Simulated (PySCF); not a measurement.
Compound: C6H7FN2.
SMILES: `C=CCN1C=C(F)C=N1`

A PySCF run (density fitting, gas phase, GFN2-xTB geometry) gave HOMO -6.70 eV, LUMO 0.25 eV, dipole 2.61 D and E = -441.631 Eh.

Problem. Which of these levels was it?
A. OLYP/IGLO-II
B. PBE0/6-31G*
C. wB97X/def2-SVPD
D. CAM-B3LYP/def2-SVPD
E. PBE0/pcSseg-1

Solution. B. It is PBE0/6-31G*. All candidates on this geometry:

| level and settings | kind | basis functions | SCF cycles | E (Eh) | HOMO (eV) | LUMO (eV) | dipole (D) |
| --- | --- | --- | --- | --- | --- | --- | --- |
| OLYP/IGLO-II | GGA | 240 | 16 | -442.1035 | -5.64 | -1.02 | 2.59 |
| PBE0/pcSseg-1 | global hybrid | 188 | 14 | -441.5925 | -7.05 | -0.19 | 2.73 |
| PBE0/6-31G*, start guess sap | global hybrid | 140 | 21 | -441.6314 | -6.70 | 0.25 | 2.61 |
| CAM-B3LYP/def2-SVPD | range-separated hybrid | 239 | 14 | -441.6326 | -8.42 | 0.84 | 2.80 |
| wB97X/def2-SVPD, energy threshold 1e-07 Eh | range-separated hybrid | 239 | 9 | -441.7232 | -9.41 | 1.91 | 2.80 |

The nearest other candidate, by the summed differences of HOMO and LUMO, is PBE0/pcSseg-1: its HOMO differs by -0.35 eV and its LUMO by -0.44 eV. Cycle counts include a coarse-grid stage where the run had one. All basis functions are spherical, in the Pople sets too.

Conformer computed: `[CH2:1]=[CH:2][CH2:3][n:4]1[cH:5][c:6]([F:7])[cH:8][n:9]1`: C1–C2–C3–N4 131°, C2–C3–N4–C5 -71°.
